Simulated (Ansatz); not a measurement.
Calculated with Ansatz (gas phase, PBE0-D4/def2-TZVP geometries, no zero-point term in ΔE). CCSD(T)/CBS is the MP2 limit (def2-TZVPP, def2-QZVPP) plus CCSD(T) − MP2 in def2-TZVPP, frozen cores. Double bonds are as drawn, so ΔE can hold a change between cis and trans. DFT in def2-TZVPP. B3LYP here is the variant with VWN-RPA as its local correlation; programs differ in this. One conformer a species, not always the lowest.

Consider the isomerisation: `B/C=C(/C)F` → `B/C=C/CF`.

`B/C=C(/C)F`:

Z-matrix (Å, degrees):
```
C
C 1 1.479
H 1 1.094 2 109.8
H 1 1.094 2 109.9 3 117.6
H 1 1.088 2 111.1 3 -121.2
C 2 1.342 1 128.4 3 120.9
F 2 1.333 1 111.1 3 -59.1
B 6 1.522 2 124.4 1 -180.0
H 6 1.086 2 114.0 1 0.0
H 8 1.197 6 119.9 2 179.9
H 8 1.195 6 120.9 2 -0.1
```

`B/C=C/CF`:

```xyz
11

B    -1.366    0.837   -1.418
C    -0.788    0.301   -0.108
C     0.475   -0.148   -0.064
C     1.171   -0.694    1.124
F     0.377   -0.705    2.243
H    -0.671    0.845   -2.396
H    -2.487    1.246   -1.495
H    -1.362    0.264    0.815
H     1.084   -0.128   -0.968
H     2.066   -0.096    1.342
H     1.502   -1.722    0.925
```

```json
{"level": "B3LYP-D4", "ΔE (kJ/mol)": "37.4", "difference from CCSD(T)/CBS": "3.9"}
{"level": "ωB97X-V", "ΔE (kJ/mol)": "37.9", "difference from CCSD(T)/CBS": "4.4"}
{"level": "ωB97M-V", "ΔE (kJ/mol)": "39.0", "difference from CCSD(T)/CBS": "5.5"}
{"level": "B2PLYP", "ΔE (kJ/mol)": "36.6", "difference from CCSD(T)/CBS": "3.1"}
{"level": "MP2/def2-TZVPP", "ΔE (kJ/mol)": "37.1", "difference from CCSD(T)/CBS": "3.6"}
{"level": "CCSD/def2-TZVPP", "ΔE (kJ/mol)": "32.6", "difference from CCSD(T)/CBS": "-0.9"}
{"level": "HF/def2-QZVPP", "ΔE (kJ/mol)": "28.4", "difference from CCSD(T)/CBS": "-5.1"}
{"level": "SCS-MP2/def2-QZVPP", "ΔE (kJ/mol)": "32.8", "difference from CCSD(T)/CBS": "-0.7"}
{"level": "HF/CBS(def2)", "ΔE (kJ/mol)": "28.4", "difference from CCSD(T)/CBS": "-5.1"}
{"level": "CCSD/CBS(def2)", "ΔE (kJ/mol)": "31.8", "difference from CCSD(T)/CBS": "-1.7"}
{"level": "CCSD(T)/CBS", "ΔE (kJ/mol)": "33.5", "difference from CCSD(T)/CBS": "0"}
```

Largest T1 diagnostic among the species: 0.012.

In def2-TZVPP, CCSD(T) changes the Hartree–Fock value by +5.9 kJ/mol (the triples alone add +1.7 kJ/mol) and MP2 by +8.7 kJ/mol.
